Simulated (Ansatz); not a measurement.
Computed with Ansatz on PBE0-D4/def2-TZVP structures; ΔE is electronic, products minus reactants. CCSD(T)/CBS is the MP2 limit (def2-TZVPP, def2-QZVPP) plus CCSD(T) − MP2 in def2-TZVPP, frozen cores. DFT in def2-TZVPP. B3LYP here is the variant with VWN-RPA as its local correlation; programs differ in this. One conformer a species, not always the lowest.

Consider the formal exchange of groups at the Si–C bond: `C=N/C(F)=C/[SiH3]` + `BBN` → `BB(N)[SiH3]` + `C=NC(=C)F`.

Problem. Is it downhill or uphill in electronic energy at CCSD(T)/CBS, and by how much? (Estimate.)

Solution. Ansatz gave: Uphill: ΔE = +0.14 eV.

Problem. What do these levels give: PBE0-D4, B3LYP-D4, ωB97X-V, PBE, B3LYP, HF/def2-TZVPP, MP2/def2-TZVPP, SCS-MP2/def2-TZVPP, CCSD(T)/def2-TZVPP, SCS-MP2/def2-QZVPP, MP2/CBS(def2), CCSD/CBS(def2)? (Estimate.)

Solution. Ansatz gave: PBE0-D4 0.05, B3LYP-D4 0.12, ωB97X-V 0.15, PBE 0.01, B3LYP 0.13, HF/def2-TZVPP 0.28, MP2/def2-TZVPP 0.21, SCS-MP2/def2-TZVPP 0.22, CCSD(T)/def2-TZVPP 0.14, SCS-MP2/def2-QZVPP 0.22, MP2/CBS(def2) 0.21, CCSD/CBS(def2) 0.16 eV.

Largest T1 diagnostic among the species: 0.014.

From PBE to PBE0 (25 % exact exchange), in def2-TZVPP and without D4, ΔE moves by +0.05 eV. In def2-TZVPP, CCSD(T) changes the Hartree–Fock value by −0.14 eV (the triples alone add −0.02 eV) and MP2 by −0.07 eV.
